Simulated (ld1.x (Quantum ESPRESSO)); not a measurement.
## What the settings do to the PAW potential of Ti (Z = 22)

Base potential:

- Element: titanium (Ti)
- Generator: ld1.x (Quantum ESPRESSO) 7.5
- Type: PAW
- Functional: LDA (PZ)
- Relativity: scalar-relativistic
- Frozen core: [Ne]
- Valence charge: 12
- Reference configuration: 3s2 3p6 3d2 4s0 4p0 (charge +2)
- Partial waves: 3s (bound): rcut 1.55, rcutus 1.65 bohr; 4s (bound, empty): rcut 1.55, rcutus 1.65 bohr; 3p (bound): rcut 1.50, rcutus 1.65 bohr; 4p (bound, empty): rcut 1.50, rcutus 1.65 bohr; 3d (bound): rcut 1.75, rcutus 2.45 bohr; 3d channel at -1 Ry: rcut 1.75, rcutus 2.45 bohr
- Local potential: all-electron potential smoothed inside 2.30 bohr (lloc = -2)
- Core correction: Bessel-smoothed model core inside 1.35 bohr
- Augmentation charge: BESSEL, radius 1.55 bohr

Cutoffs, loose and tight: the cutoffs (Ry, on a coarse ladder) from which the occupation-weighted sum of valence levels, in a spherical-Bessel basis at the reference potential, stays within 10 and 1 mRy of its value at 400 Ry. They do not see the model core or the augmentation charge, which bear on the density cutoff. Test errors are all-electron minus pseudo excitation energies from the reference, over the configurations 3s2 3p6 3d2 4s2 4p0; 3s2 3p6 3d2 4s1 4p0; 3s2 3p6 3d1 4s0 4p0; 3s2 3p6 3d0 4s0 4p0; 3s2 3p6 3d3 4s0 4p0; 3s2 3p6 3d1 4s2 4p0; 3s2 3p6 3d2.5 4s1.5 4p0 (two spin-polarised tests are not counted in the largest error). A dash means not determined; rows that change the core or the reference have their own tests. The largest error is taken over the tests solved by every variant that gives reliable tests at all: 3s2 3p6 3d1 4s2 4p0; 3s2 3p6 3d2 4s1 4p0; 3s2 3p6 3d2 4s2 4p0; 3s2 3p6 3d2.5 4s1.5 4p0; 3s2 3p6 3d3 4s0 4p0.

Cutoffs are not given where the Bessel-basis levels miss the radial ones by over 6 mRy, ghosts where they miss by over 20 mRy; a channel whose overlap is not positive is not tested.

A file whose overlap is not positive is unfit for use, and its test errors describe a broken file.

```csv
change,outcome,"cutoff, loose","cutoff, tight",bound ghosts,largest test error (meV)
base,generated,30 Ry,50 Ry,none,-4.6
local potential all-electron potential smoothed inside 0.94 bohr (lloc = -2),"generated, overlap not positive",–,–,not determined (overlap not positive),+8.2
local potential all-electron potential smoothed inside 1.18 bohr (lloc = -2),generated,30 Ry,50 Ry,none,-6.1
local potential all-electron potential smoothed inside 1.60 bohr (lloc = -2),generated,30 Ry,50 Ry,none,-2.7
local potential all-electron potential smoothed inside 1.86 bohr (lloc = -2),generated,30 Ry,50 Ry,none,-2.2
local potential all-electron potential smoothed inside 1.98 bohr (lloc = -2),generated,30 Ry,50 Ry,none,-2.5
local potential all-electron potential smoothed inside 2.18 bohr (lloc = -2),generated,30 Ry,50 Ry,none,-3.5
local potential all-electron potential smoothed inside 2.46 bohr (lloc = -2),generated,30 Ry,50 Ry,none,-6.8
```

Problem. What comes out with this change to the base: local potential all-electron potential smoothed inside 2.88 bohr (lloc = -2)?

Solution. outcome: generated; cutoff, loose: 30 Ry; cutoff, tight: 50 Ry; bound ghosts: none; largest test error (meV): -14.

Problem. What comes out with this change to the base: local potential all-electron potential smoothed inside 1.36 bohr (lloc = -2)?

Solution. outcome: generated; cutoff, loose: 30 Ry; cutoff, tight: 50 Ry; bound ghosts: none; largest test error (meV): +3.8.

Problem. What comes out with this change to the base: local potential all-electron potential smoothed inside 2.66 bohr (lloc = -2)?

Solution. outcome: generated; cutoff, loose: 30 Ry; cutoff, tight: 50 Ry; bound ghosts: none; largest test error (meV): -9.8.

Reading the sweep of the rcloc (base included, trends over the rows without a ghost): The loose cutoff stays near 30 Ry.
